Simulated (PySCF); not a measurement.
Job file and geometry (Å, from GFN2-xTB) of an NMR shielding run on SMILES [SiH3][Si@H](P)C1CCCC1, C5H15PSi2, GIAO PBE0/pcSseg-1 NMR shielding, non-relativistic, gas phase in PySCF 2.14.0, density-fitted response routines; density fitting, a coarse starting grid and PySCF grid level 2 are the driver's defaults:

```
$ OMP_NUM_THREADS=1 python probes_run.py task.json out

{"job": {"kind": "nmr", "xc": "PBE0", "basis": "pcSseg-1"}, "charge": 0, "multiplicity": 1}
Si     2.323517    -1.613017     0.691029
Si     1.556523     0.029582    -0.771430
P      2.511539     2.012875    -0.274911
C     -0.324217     0.330659    -0.602291
C     -1.173874    -0.942581    -0.602452
C     -2.469342    -0.579838     0.149997
C     -2.230381     0.810582     0.761408
C     -0.715519     0.994939     0.717231
H      2.185749    -2.945608     0.098581
H      1.577619    -1.644403     1.952132
H      3.735583    -1.446125     1.042057
H      1.804996    -0.303375    -2.194316
H      3.751120     1.655112    -0.767641
H      2.160502     2.628319    -1.461532
H     -0.674669     0.976623    -1.415449
H     -1.370605    -1.295938    -1.613887
H     -0.648294    -1.740316    -0.072368
H     -3.328373    -0.564890    -0.520358
H     -2.672679    -1.313916     0.929376
H     -2.707732     1.577219     0.148729
H     -2.629482     0.890258     1.771864
H     -0.252249     0.468641     1.554940
H     -0.414483     2.042183     0.762308
```

Q: What does the program print?

A: 
```
coarse grid: 19608 points
cycle   1  E = -1119.1242528832  dE =  5.700e-01  |g| = 4.059e-01  |ddm| = 4.241e+00
cycle   2  E = -1119.0995038804  dE =  2.475e-02  |g| = 5.184e-01  |ddm| = 9.249e-01
cycle   3  E = -1119.1702147890  dE = -7.071e-02  |g| = 5.062e-02  |ddm| = 5.766e-01
cycle   4  E = -1119.1707607589  dE = -5.460e-04  |g| = 1.711e-02  |ddm| = 7.531e-02
cycle   5  E = -1119.1708241465  dE = -6.339e-05  |g| = 7.162e-03  |ddm| = 2.827e-02
cycle   6  E = -1119.1708370853  dE = -1.294e-05  |g| = 1.219e-03  |ddm| = 9.162e-03
cycle   7  E = -1119.1708374230  dE = -3.377e-07  |g| = 2.101e-04  |ddm| = 1.699e-03
final grid: 172400 points
cycle   8  E = -1119.2186303088  dE = -4.842e-05  |g| = 8.088e-03  |ddm| = 3.841e-02
cycle   9  E = -1119.2186165960  dE =  1.371e-05  |g| = 1.090e-02  |ddm| = 1.902e-02
cycle  10  E = -1119.2186474098  dE = -3.081e-05  |g| = 6.334e-04  |ddm| = 1.120e-02
cycle  11  E = -1119.2186474889  dE = -7.911e-08  |g| = 2.394e-04  |ddm| = 9.482e-04
cycle  12  E = -1119.2186475032  dE = -1.426e-08  |g| = 5.357e-05  |ddm| = 2.757e-04
cycle  13  E = -1119.2186475038  dE = -6.391e-10  |g| = 1.246e-05  |ddm| = 7.295e-05
converged SCF energy = -1119.2186475038

GIAO shielding tensors (ppm)
atom      isotropic    diamagn.    paramagn.     s11        s22        s33       span
  0 Si     470.327     880.617    -410.290    457.098    471.974    481.907     24.809
  1 Si     394.668     881.547    -486.879    351.372    395.298    437.334     85.962
  2 P      616.879     967.802    -350.923    543.395    607.962    699.280    155.885
  3 C      157.563     253.604     -96.040    135.955    164.237    172.498     36.542
  4 C      153.252     248.539     -95.287    124.571    159.166    176.018     51.447
  5 C      159.182     248.314     -89.132    125.592    174.490    177.463     51.872
  6 C      156.766     248.885     -92.120    130.955    163.182    176.160     45.205
  7 C      151.216     248.798     -97.581    126.743    162.168    164.739     37.996
  8 H       28.280      29.394      -1.114     24.391     25.988     34.462     10.071
  9 H       28.274      29.723      -1.449     24.249     27.804     32.769      8.520
 10 H       28.519      29.154      -0.634     24.395     26.583     34.581     10.186
 11 H       26.699      30.515      -3.816     22.922     24.958     32.217      9.294
 12 H       30.683      29.873       0.811     24.744     27.662     39.644     14.900
 13 H       30.511      30.628      -0.117     24.716     27.924     38.894     14.178
 14 H       30.688      34.501      -3.813     26.450     29.192     36.422      9.972
 15 H       29.718      31.723      -2.005     24.352     28.341     36.461     12.109
 16 H       30.558      32.951      -2.393     23.822     31.441     36.413     12.591
 17 H       29.871      29.417       0.454     24.248     27.640     37.724     13.476
 18 H       29.958      29.924       0.033     24.592     27.856     37.425     12.833
 19 H       30.275      30.672      -0.397     24.914     28.085     37.825     12.910
 20 H       29.825      29.585       0.239     24.805     27.123     37.546     12.741
 21 H       30.607      32.907      -2.300     25.110     31.158     35.553     10.443
 22 H       29.787      32.179      -2.392     22.966     30.394     36.001     13.036
```

Q: Turn these shieldings into chemical shifts. Chemical shifts δ = σref − σ; ²⁹Si (σref 349.16), ¹³C (σref 186.93), ¹H (σref 31.72) against TMS; ³¹P (σref 318.38) against H3PO4, all at this level.

A: Averaging equivalent atoms: Si 1: -45.5; Si 0: -121.2; P 2: -298.5; C 7: 35.7; C 4: 33.7; C 6: 30.2; C 3: 29.4; C 5: 27.7; H 11: 5.02; H 8/9/10: 3.36; H 15: 2.00; H 22: 1.93; H 20: 1.89; H 17: 1.85; H 18: 1.76; H 19: 1.44; H 16: 1.16; H 12/13: 1.12; H 21: 1.11; H 14: 1.03 ppm. Experimental scales use liquid or dissolved standards, which lie at an offset from isolated H3PO4.

Size and cost of the density-fitted run: 232 basis functions, 94 s wall time on 1 thread of an Arm Neoverse N1, shared host; peak memory 1.1 GiB.
